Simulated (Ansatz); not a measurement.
C₃H₉AlS, SMILES `[CH3][Al]([CH3])[CH2]S`. Charge 0, multiplicity 1.

Cartesian coordinates in Å:
```
C -0.248 -1.839 1.007
Al 0.157 -0.157 0.096
C 1.077 -0.049 -1.631
C -0.266 1.517 1.029
S -1.832 1.389 0.038
H 0.654 -2.262 1.462
H -0.982 -1.708 1.808
H -0.639 -2.592 0.317
H 2.111 -0.398 -1.535
H 0.603 -0.682 -2.387
H 1.119 0.969 -2.028
H 0.188 2.493 0.870
H -0.594 1.435 2.066
H -1.348 1.884 -1.113
```

Question: List the harmonic frequencies (cm⁻¹, unscaled) at PBE0-D4/def2-TZVP in Ansatz. (Estimate.)

Answer: The calculation gave: 76, 87, 103, 137, 166, 171, 216, 319, 525, 544, 599, 616, 637, 669, 681, 729, 751, 811, 1032, 1115, 1218, 1220, 1406, 1438, 1443, 1448, 1449, 2706, 3032, 3034, 3104, 3106, 3109, 3119, 3124, 3179.

Question: Is this a minimum?

Answer: Yes, all 36 modes are real.

Question: Give the ideal-gas thermochemistry at 298.15 K and 1 bar (rigid rotor, harmonic oscillator; point group C1, symmetry number 1).

Answer: Zero-point energy 281.8 kJ/mol; H(298) − E = 309.0 kJ/mol; entropy 392.3 J/(mol·K), of which translation 166.8, rotation 115.6, vibration 109.9; G(298) − E = 192.1 kJ/mol. Modes under 100 cm⁻¹ are hindered rotations or soft bends, so the harmonic entropy is rough.

Question: Rotational constants (cm⁻¹)?

Answer: 0.1211, 0.07043, 0.0555.
